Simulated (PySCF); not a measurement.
**Two-component Hartree-Fock for Pt²⁺ (platinum, charge +2)**

Start: [Xe] 4f14 5d7 6p1; 5d3/2 filled at m_j = +1/2, +3/2; 5d5/2 filled at m_j = -3/2, -1/2, +1/2, +3/2, +5/2; 6p3/2 filled at m_j = +3/2. Calculated with PySCF 2.14 in x2c-SVPall-2c with one added diffuse shell each of s, d type (8s9p10d2f, 99 functions): generalised Hartree-Fock with the X2C-1e Hamiltonian and a Gaussian nucleus; one run each with spin-orbit coupling (SO) switched off, then screened by Boettger's factors. This is a chosen level, not necessarily the ground level.

| spinor shell | electrons | ε, spin-free (eV) | ε, screened SO (eV) | weight of nominal j (screened SO) | rms radius, screened SO (bohr) |
| --- | --- | --- | --- | --- | --- |
| 1s1/2 | 2 | -78855.7 | -78826.9 | 1.000 | 0.0194 |
| 2s1/2 | 2 | -14027.1 | -14017.9 | 1.000 | 0.0782 |
| 2p1/2 | 2 | -12171.4 | -13414.4 | 1.000 | 0.0663 |
| 2p3/2 | 4 | -12171.4 | -11679.4 | 1.000 | 0.0741 |
| 3s1/2 | 2 | -3384.5 | -3381.3 | 1.000 | 0.200 |
| 3p1/2 | 2 | -2835.3 | -3111.2 | 1.000 | 0.191 |
| 3p3/2 | 4 | -2835.3 | -2723.7 | 1.000 | 0.207 |
| 3d3/2 | 4 | -2230.4 | -2277.7 | 1.000 | 0.183 |
| 3d5/2 | 6 | -2230.4 | -2195.6 | 1.000 | 0.186 |
| 4s1/2 | 2 | -785.92 | -784.77 | 1.000 | 0.441 |
| 4p1/2 | 2 | -602.68 | -668.91 | 1.000 | 0.447 |
| 4p3/2 | 4 | -602.68 | -575.42 | 1.000 | 0.480 |
| 4d3/2 | 4 | -375.17 | -385.06 | 1.000 | 0.497 |
| 4d5/2 | 6 | -375.17 | -367.23 | 1.000 | 0.507 |
| 5s1/2 | 2 | -148.29 | -147.97 | 1.000 | 1.02 |
| 4f5/2 | 6 | -120.30 | -121.73 | 0.996 | 0.563 |
| 4f7/2 | 8 | -120.30 | -118.10 | 0.997 | 0.564 |
| 5p1/2 | 2 | -97.117 | -109.11 | 0.986 | 1.15 |
| 5p3/2 | 4 | -97.117 | -91.736 | 0.993 | 1.19 |
| 5d3/2 | 2 | -38.764 | -39.627 | 0.635 | 1.59 |
| 5d5/2 | 5 | -38.764 | -38.441 | 0.488 | 1.60 |
| 6p3/2 | 1 | -17.191 | -17.064 | 1.000 | 4.16 |

```
   quantity     spin-free   screened SO
E (hartree)  -18397.36418  -18424.14090
        M_J             6             6
       ⟨J²⟩        42.008        42.010
       ⟨L²⟩        20.007        21.726
       ⟨S²⟩         6.001         5.514
```

Each row is a mean over spinors that exchange with the open shell spreads, by up to 8.098 eV (5p3/2).

Rows whose weight is well below 1 are mixtures of j = l ± 1/2: exchange outweighs spin-orbit coupling there, and the label is only the starting occupation.

Breit and QED terms are absent; they matter most for the inner s and p1/2 levels.

Densities and radii are taken from the X2C orbitals without a picture-change correction, which distorts them close to the nucleus.

Without spin-orbit coupling the j labels of p, d and f shells carry no meaning; the spin-free column gives the mean over the occupied spinors of each nl shell.
